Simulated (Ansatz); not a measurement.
Basis-set extrapolation for C2H7NSSi, SMILES `N/C=C/[SiH2]S` (PBE0-D4/def2-TZVP geometry, frozen core, the Gaussian-basis code of Ansatz). Multiplicity 1, RHF reference.

|  | def2-TZVPP | def2-QZVPP |
| --- | --- | --- |
| HF | -820.821673 | -820.848294 |
| MP2 correlation | -0.836199 | -0.897626 |
| CCSD(T) correlation | -0.929337 | not run |

Energies in hartree. Use E(X) = E(∞) + A·exp(−7.88·√X) for Hartree–Fock and E(X) = E(∞) + B·X^(−2.97) for correlation, with X = 3 and 4, and add CCSD(T) minus MP2 of the smaller set to the MP2 limit.

What is the CCSD(T) energy at the basis-set limit?

HF limit: -820.848294 + (-0.026621) × 0.13774 = -820.85196. MP2 limit: -0.897626 + (-0.061427) × 0.74074 = -0.94313. Higher-order term: -0.929337 − (-0.836199) = -0.09314. Total: -821.88823 hartree, 360.3 kJ/mol below CCSD(T)/def2-TZVPP.
